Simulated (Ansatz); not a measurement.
`[F][Ge]([F])([F])[F]` + H₂Se → `[F][Ge]([F])([F])[SeH]` + H–F at 400 K and 1 bar (ligand exchange at a Ge–F bond).

Calculated with Ansatz (gas phase, PBE0-D4/def2-TZVP geometries, no zero-point term in ΔE). CCSD(T)/CBS adds triple-zeta CCSD(T) − MP2 to the extrapolated MP2 energy (def2 sets, frozen cores). This one scheme is used for every species. For Ge, Se outer-core shells are correlated without core-valence functions, which leaves a few kJ/mol of doubt a bond. Scalar relativity is left out up to krypton. Each species was taken in one conformer, which may not be the lowest.

```
                 species  CCSD(T)/CBS energy (Eh)  H − E (kJ/mol)  S (J/(mol·K))
  `[F][Ge]([F])([F])[F]`              -2475.42984            52.1          328.5
                    H₂Se              -2401.89790            49.4          229.5
`[F][Ge]([F])([F])[SeH]`              -4776.93734            72.6          398.1
                     H–F               -100.39570            36.5          182.2
```

H − E and S are ideal-gas, rigid-rotor, harmonic terms from PBE0-D4/def2-TZVP, for one conformer and one mirror image of each species. 1 Eh = 2625.50 kJ/mol, R = 8.31446 J/(mol·K).

Question: By hand: ΔE, ΔH, ΔS and ΔG.

Answer: ΔE = (-4776.93734) + (-100.39570) − (-2475.42984) − (-2401.89790) = -0.00530 Eh = -13.9 kJ/mol. Δ(H − E) = 72.6 + 36.5 − 52.1 − 49.4 = 7.6, so ΔH = -6.3 kJ/mol. ΔS = 398.1 + 182.2 − 328.5 − 229.5 = 22.3 J/(mol·K). ΔG = -6.3 − 400 × (22.3)/1000 = -15.2 kJ/mol.

Question: By hand: the equilibrium constant, and the temperature at which ΔG would vanish if ΔH and ΔS stayed fixed.

Answer: log₁₀ K = −ΔG/(RT ln 10) = 2.0. ΔH and −TΔS have one sign here, so there is no such temperature.

TΔS isn't small against ΔH here. A doubt of 5 kJ/mol in ΔE shifts log₁₀ K by 0.7 here. Other conformers and mirror images would add mixing entropy, several J/(mol·K) or more a flexible species. These are equilibria of isolated gas molecules and say nothing of rates. Largest T1 diagnostic: 0.012 (customary marks: 0.02 for closed shells, 0.045 for open ones).
